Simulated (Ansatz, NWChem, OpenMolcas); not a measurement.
**KLi (Lithium Potassium): the vertical energy of the triplet above the singlet, rung by rung**

KLi has 2 atoms, charge 0, and is taken as a singlet. As SMILES, `[Li][K]`. Geometry: the measured bond length.

```xyz
2

Li    0.0000    0.0000    0.0000
K     0.0000    0.0000    3.2700
```

Quantity: the vertical energy of the triplet above the singlet, in eV. The values are calculated.

```json
{"level": "BLYP/def2-TZVP", "kind": "GGA", "program": "Ansatz", "value (eV)": "0.91"}
{"level": "revPBE/def2-TZVP", "kind": "GGA", "program": "OpenMolcas", "value (eV)": "0.86"}
{"level": "TPSS/def2-TZVP", "kind": "meta-GGA", "program": "NWChem", "value (eV)": "0.95"}
{"level": "HSE06/def2-TZVP", "kind": "range-separated hybrid", "program": "Ansatz", "value (eV)": "0.84"}
{"level": "wB97M-V/def2-TZVP", "kind": "range-separated hybrid", "program": "Ansatz", "value (eV)": "1.08"}
{"level": "MP2/def2-TZVP", "kind": "perturbation theory", "program": "Ansatz", "value (eV)": "0.75"}
{"level": "CCSD/def2-TZVP", "kind": "coupled cluster or CI", "program": "NWChem", "value (eV)": "0.93"}
{"level": "CR-CCSD(T)/def2-TZVP", "kind": "coupled cluster or CI", "program": "NWChem", "value (eV)": "0.95"}
{"level": "FCI/STO-3G", "kind": "exact in the basis", "program": "Ansatz", "value (eV)": "1.18"}
```

The values span 0.75 to 1.18 eV. High-level rows in very small sets aren't better than simpler rows in larger ones.
